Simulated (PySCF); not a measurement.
C4H9FSi, SMILES C[SiH](C)/C=C\F.

The structure is a stationary point at PBE0-D3(BJ)/def2-SVP. The structure was generated by enumeration; whether it is a known compound was not checked. Other conformers were not sampled.

These are PySCF 2.14.0 with TDA-LC-ωPBE/def2-SVPD values and carry that method's errors.

Vertical excitations. Gas-phase values at a fixed geometry. State labels are in the subgroup Cs.

Computed lowest excited states:
```
state  symmetry  energy (eV)  λ (nm)      f                                                                main pairs
-----  --------  -----------  ------  -----  ------------------------------------------------------------------------
S1           A'         7.46     166  0.385                                                            HOMO→LUMO 91 %
S2           A"         7.46     166  0.003                                                          HOMO−3→LUMO 84 %
S3           A"         7.75     160  0.039                                        HOMO→LUMO+1 68 %, HOMO→LUMO+2 16 %
S4           A"         8.45     147  0.057                                                          HOMO−1→LUMO 79 %
S5           A"         8.79     141  0.006     HOMO→LUMO+2 41 %, HOMO→LUMO+6 11 %, HOMO→LUMO+3 10 %, HOMO→LUMO+5 9 %
S6           A'         8.91     139  0.072                                                          HOMO−2→LUMO 88 %
S7           A"         9.06     137  0.035   HOMO→LUMO+3 49 %, HOMO→LUMO+5 14 %, HOMO−2→LUMO+1 11 %, HOMO→LUMO+1 8 %
S8           A"         9.14     136  0.006                                                          HOMO−5→LUMO 71 %
S9           A"         9.29     134  0.040  HOMO→LUMO+6 39 %, HOMO−2→LUMO+1 17 %, HOMO−2→LUMO+2 8 %, HOMO→LUMO+3 6 %
S10          A'         9.31     133  0.037                                                        HOMO−1→LUMO+1 63 %
T1           A'         4.06     305      0                                                            HOMO→LUMO 76 %
T2           A"         6.80     182      0                                                          HOMO−3→LUMO 80 %
T3           A"         7.52     165      0                                        HOMO→LUMO+1 65 %, HOMO→LUMO+2 14 %
T4           A"         8.02     155      0                                                          HOMO−1→LUMO 73 %
```
Triplets are in the Tamm–Dancoff approximation.
